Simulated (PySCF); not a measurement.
Assignment exercise: C₁₀H₇OP

Mapped SMILES: `[O:1]=[CH:2][c:3]1[cH:4][cH:5][p:6][c:7]2[cH:8][cH:9][cH:10][cH:11][c:12]12`. Each H is labelled by its parent atom.

All values are calculated (PySCF): shieldings: GIAO PBE0/pcSseg-1, GFN2-xTB geometry. One computed conformer, no solvent model, no relativistic terms.

References, each an isolated molecule treated in the same way: ¹³C (186.93 ppm), ¹H (31.72 ppm) against TMS.

(1) Assign these signals to the numbered atoms. ¹³C{¹H} NMR (computed): δ 200.2 (CH), 167.7 (CH), 162.1 (C), 147.0 (CH), 140.3 (CH), 138.8 (CH), 135.8 (CH), 135.0 (C), 133.5 (C), 130.7 (CH).

(2) Assign these signals to the numbered atoms. ¹H NMR (600 MHz, computed): δ 11.02 (m, 1H), 10.66 (s, 1H), 9.83 (m, 1H), 8.83 (m, 1H), 8.38 (m, 1H), 8.31 (m, 1H), 8.03 (m, 1H).

## Answers

(1) 
200.2 → C2, aldehyde carbonyl carbon: the double bond to the heteroatom, with no lone-pair donor beside it, deshields it most
167.7 → C5, aromatic CH
162.1 → C7, ring-fusion aromatic carbon
147.0 → C4, aromatic CH
140.3 → C8, aromatic CH
138.8 → C10, aromatic CH: the aromatic region
135.8 → C11, aromatic CH
135.0 → C12, ring-fusion aromatic carbon
133.5 → C3, substituted aromatic carbon
130.7 → C9, aromatic CH: the aromatic region

C8 and C10; C11 and C12; C12 and C3 lie closer than the usual error of such a calculation, so a measured spectrum could show them in the other order.

(2) 
| δ (ppm) | atoms | environment | reason |
| --- | --- | --- | --- |
| 11.02 | H(C11) | hydrogen on an aromatic CH | ring-current deshielding |
| 10.66 | H(C2) | hydrogen on an aldehyde carbonyl carbon | deshielded by the polar, anisotropic C=O bond |
| 9.83 | H(C5) | hydrogen on an aromatic CH | the ring current deshields protons in the ring plane |
| 8.83 | H(C8) | hydrogen on an aromatic CH | – |
| 8.38 | H(C10) | hydrogen on an aromatic CH | – |
| 8.31 | H(C4) | hydrogen on an aromatic CH | – |
| 8.03 | H(C9) | hydrogen on an aromatic CH | – |

H(C10) and H(C4) lie closer than the usual error of such a calculation, so a measured spectrum could show them in the other order.

Splittings by ³¹P in the carbon and heteronuclear signals aren't shown, as no couplings were computed. Shifts are as computed. Against solution values, carbons near 30 ppm lie about +3 ppm off and those near 130 ppm about +5 ppm. Of 1211 compounds with measured shifts, 218 miss one by over three times the rms of a fit or turn the order of signals round; such compounds aren't used in these exercises. Multiplicities follow the n + 1 count of equivalent neighbours, as no J values were calculated; m marks all less simple cases, F and P coupling included.
